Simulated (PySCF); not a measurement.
## SrCl₃⁻, singlet: data card

These are results of PBE in PySCF with Sr def2-SVPD with ECP28, Cl def2-SVPD; scalar-relativistic core potentials, no spin–orbit coupling; density-fitted integrals, not measurements.

The structure is a minimum.

Coordinates in bohr (charge -1 multiplicity 1):
```
Sr    0.0000    0.0000    0.0000
Cl    0.0096    0.0000    5.1588
Cl    4.4629    0.0000   -2.5877
Cl   -4.4725    0.0000   -2.5711
```

```
Point group                                                                   : D3h
Bond lengths                                                                  : Sr–Cl 2.730 Å (×3)
Bond angles                                                                   : Cl–Sr–Cl 120.0° (×3)
Principal quadrupole moments (Buckingham, traceless) about the centre of mass : -18.81, -18.80, 37.61 D Å
Principal polarisabilities                                                    : 79.8, 103.7, 103.7 bohr³
Rotational symmetry number                                                    : 6
Entropy at 298.15 K and 1 bar                                                 : 362.4 J/(mol K)
Dipole moment about the centre of mass                                        : 0.00 D
Highest occupied level                                                        : -2.79 eV
Lowest empty level                                                            : 1.63 eV
Rotational constants                                                          : 0.04312, 0.04312, 0.02156 cm⁻¹
Enthalpy at 298.15 K above 0 K                                                : 20.17 kJ/mol
Heat capacity Cp at 298.15 K                                                  : 80.2 J/(mol K)
Zero-point energy                                                             : 5.5 kJ/mol
```

Harmonic modes (masses in u: Sr 87.906, Cl 34.969):
```
symmetry  ω (cm⁻¹)  IR (km/mol, summed over degenerate members)
    a2''        63                                         46.3
      e'        63                                         16.3
     a1'       220                                          0.0
      e'       258                                          206
```

In D3h the vibrations span a2'' + 2e' + a1'. The a1' mode carries no infrared intensity, as symmetry demands.

Charges (e); Mulliken and Löwdin values are unreliable with diffuse functions:
| atom | Mulliken | Löwdin | polar tensor | Mayer order to Sr1 |
| --- | --- | --- | --- | --- |
| Sr1 | 1.25 | 0.69 | 1.54 | – |
| Cl2,3,4 | -0.75 | -0.56 | -0.85 | 0.47 |

Mulliken populations on Sr1 (electrons outside its core potential): s 2.21, p 6.08, d 0.47.

Counting electrons, strontium keeps none of its valence electrons outside its bonds, so the VSEPR class is AX3 and the expected shape is trigonal planar (D3h), as computed.

Only a few start shapes were tried, so a lower isomer may exist. The lowest empty level of this anion is unbound, so it and the gap depend on the basis.

The final relaxation and frequency run took 35 s on 4 threads of a shared Intel Xeon @ 2.50GHz (Skylake/Cascade Lake) host, with 107 basis functions and 7 gradients; the process peaked at 1 GiB.
